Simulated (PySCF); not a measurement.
Stationary points of H₂Se

All numbers come from PySCF, B3LYP, basis Se def2-TZVP, H def2-TZVP (no relativity, density fitting).

Relaxations began from a few typed shapes. The search is not exhaustive: other isomers or separated fragments can lie lower, and high-lying points may rest on an excited occupation.

(1) Order these stationary points by electronic energy, lowest first, in kJ/mol from the lowest minimum.
A. singlet D∞h: Se–H 1.426 Å (×2); H–Se–H 180.0°
B. singlet C2v: Se–H 1.471 Å (×2); H–Se–H 91.3°

(2) Which of them are minima?

## Answers

(1) B (0.0), A (318.2).

(2) By energy in kJ/mol, 0.0: minimum; 318.2: saddle point, 2 imaginary modes.

Counting electrons, selenium keeps 4 of its valence electrons outside its bonds, so the VSEPR class is AX2E2 and the expected shape is bent (C2v), as computed. The angle of 91° is close to 90°: the heavy centre bonds with nearly pure p orbitals and keeps its lone pair s-like.
